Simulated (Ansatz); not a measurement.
Consider the silylene formation by 1,1-elimination: `O[SiH2]SC[SiH3]` → `CS[SiH2]O` + `[SiH2]`.

Gas-phase electronic energies from Ansatz, PBE0-D4/def2-TZVP geometries. CCSD(T)/CBS adds triple-zeta CCSD(T) − MP2 to the extrapolated MP2 energy (def2 sets, frozen cores). This one scheme is used for every species. Functionals use def2-TZVPP. One conformer a species, not always the lowest.

| level | ΔE (kJ/mol) |
| --- | --- |
| ωB97X-V | 232.5 |
| CCSD(T)/def2-TZVPP | 217.3 |

(1) What does CCSD(T)/CBS give? (Best estimate.)

Largest T1 diagnostic among the species: 0.014.

Answers

(1) Computed: +224.8 kJ/mol. The listed levels differ from it by 7.7, -7.5 kJ/mol.

From PBE to PBE0 (25 % exact exchange), in def2-TZVPP and without D4, ΔE moves by +9.1 kJ/mol. The D4 term adds +17.8 kJ/mol with B3LYP and +9.7 kJ/mol with PBE0; it sums over pairs of atoms, weighted by their polarisabilities, and B3LYP, whose exchange is more repulsive, gets the larger term. In def2-TZVPP, CCSD(T) changes the Hartree–Fock value by +21.1 kJ/mol (the triples alone add +5.9 kJ/mol) and MP2 by +41.7 kJ/mol.

B3LYP here is the variant with VWN-RPA as its local correlation; programs differ in this.
